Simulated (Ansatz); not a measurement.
`F[SiH]([SiH3])[GeH3]` → `F[SiH2][GeH3]` + `[SiH2]` at 600 K and 1 bar (silylene loss).

Gas-phase electronic energies from Ansatz, PBE0-D4/def2-TZVP geometries. CCSD(T)/CBS adds triple-zeta CCSD(T) − MP2 to the extrapolated MP2 energy (def2 sets, frozen cores). This one scheme is used for every species. For Ge outer-core shells are correlated without core-valence functions, which leaves a few kJ/mol of doubt a bond. Scalar relativity is left out up to krypton.

```tsv
species	CCSD(T)/CBS energy (Eh)	H − E (kJ/mol)	S (J/(mol·K))
`F[SiH]([SiH3])[GeH3]`	-2758.31869	230.1	498.1
`F[SiH2][GeH3]`	-2468.03899	164.2	400.7
`[SiH2]`	-290.19011	52.1	233.9
```

H − E and S are ideal-gas, rigid-rotor, harmonic terms from PBE0-D4/def2-TZVP, for one conformer and one mirror image of each species. 1 Eh = 2625.50 kJ/mol, R = 8.31446 J/(mol·K).

Problem. By hand: ΔE, ΔH, ΔS and ΔG.

Solution. ΔE = (-2468.03899) + (-290.19011) − (-2758.31869) = 0.08959 Eh = 235.2 kJ/mol. Δ(H − E) = 164.2 + 52.1 − 230.1 = -13.8, so ΔH = 221.4 kJ/mol. ΔS = 400.7 + 233.9 − 498.1 = 136.5 J/(mol·K). ΔG = 221.4 − 600 × (136.5)/1000 = 139.5 kJ/mol.

Problem. By hand: the equilibrium constant, and the temperature at which ΔG would vanish if ΔH and ΔS stayed fixed.

Solution. log₁₀ K = −ΔG/(RT ln 10) = -12.1. ΔG = 0 at ΔH/ΔS = 1622 K.

The number of gas molecules changes by +1, which sets the sign of ΔS. A doubt of 5 kJ/mol in ΔE shifts log₁₀ K by 0.4 here. Other conformers and mirror images would add mixing entropy, several J/(mol·K) or more a flexible species. These are equilibria of isolated gas molecules and say nothing of rates. Largest T1 diagnostic: 0.014 (customary marks: 0.02 for closed shells, 0.045 for open ones).
